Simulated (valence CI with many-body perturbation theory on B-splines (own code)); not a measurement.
The numbers below are computed, except where a source is named.
Pr¹⁹⁺ in three bases

Method: valence CI with perturbative core correlation (CI+MBPT): four valence electrons over a frozen Dirac-Fock core [Kr], radial functions for each j: 7 s, 7 p, 8 d, 6 f, 4 g, 1 h, with the one-electron correlation potential Σ1 (screened to all orders), the two-electron term Σ2, the three-electron term Σ3, Breit, model QED; selected single and double excitations, second order for the rest, scaled by the run's own slope (own B-spline code, finite nucleus).

No measured spectrum was set against this ion. As an estimate, terms of the open shell hold to 2 to 4 % of their energy, and close levels can change places. Only levels of the ground parity were solved; by the run's estimate the other parity begins above the list, which can be wrong where configurations are misplaced.

The reference run has the lowest level (4d3/2^4) J=0 and an ionisation energy of 555.472 eV. Its largest variational space holds 19856 state functions.

Levels are named by their leading jj configuration (3d3/2^4 stands for four electrons in 3d with j = 3/2), which in mixed levels can hold well under half, so a name can repeat and another be missing. Letters in brackets count levels of one name in rising energy.

Changed runs:
A. basis 6 s, 6 p, 5 d, 5 f, 1 g
B. basis 5 s, 5 p, 4 d, 4 f

Excitation energies of the reference run in cm⁻¹, and shifts in cm⁻¹:

| Level | Reference | A | B |
| --- | --- | --- | --- |
| (4d3/2^3 4d5/2) J=1 | 19912 | -156 | -357 |
| (4d3/2^2 4d5/2^2) J=2 [a] | 33869 | -194 | -396 |
| (4d3/2^3 4d5/2) J=3 | 42675 | -156 | -251 |
| (4d3/2^3 4d5/2) J=4 | 44814 | -10 | +152 |
| (4d3/2^2 4d5/2^2) J=0 [a] | 63559 | +32 | +126 |
| (4d3/2^2 4d5/2^2) J=4 [a] | 66455 | -42 | +170 |
| (4d3/2^2 4d5/2^2) J=3 [a] | 74887 | +43 | +572 |
| (4d3/2^2 4d5/2^2) J=2 [b] | 77052 | +136 | +842 |
| (4d3/2^2 4d5/2^2) J=5 | 80772 | +37 | +562 |
| (4d3/2^2 4d5/2^2) J=1 | 83852 | +91 | +624 |
| (4d3/2^2 4d5/2^2) J=6 | 87024 | +84 | +703 |
| (4d3/2^2 4d5/2^2) J=4 [b] | 94319 | +111 | +764 |
| Ionisation energy (eV) | 555.472 | -0.058 | -0.133 |
